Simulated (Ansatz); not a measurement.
BFGaHS (`F[B]1[S][GaH]1`). Total charge 0; spin multiplicity 1. The structure was optimised at the PBE0-D4/def2-TZVP level.

```xyz
5

F     1.380    1.804    0.217
B     0.471    0.862    0.147
S    -1.248    0.777    0.511
Ga    0.025   -1.032   -0.309
H    -0.627   -2.411   -0.566
```

**Question.** What is the dipole moment at r2SCAN/def2-TZVPP? (Estimate.)

**Answer.** Computed: 2.11 D, with components (0.37, -1.97, -0.66) D in this frame, pointing from negative to positive charge.

**Question.** And with PBE, B3LYP, ωB97M-V? (Best estimate.)

**Answer.** The calculation gave: PBE 2.01 D, B3LYP 2.28 D, ωB97M-V 2.45 D.

**Question.** Give the Mulliken charges with r2SCAN, B3LYP, ωB97M-V in def2-TZVPP. (An estimate is asked.)

**Answer.** The calculation gave: 
```tsv
atom	r2SCAN	B3LYP	ωB97M-V
F1	-0.25	-0.23	-0.23
B2	0.49	0.54	0.44
S3	-0.25	-0.27	-0.24
Ga4	0.01	-0.06	-0.03
H5	0.00	0.01	0.05
```

B3LYP here is the variant with VWN-RPA as its local correlation; programs differ in this.
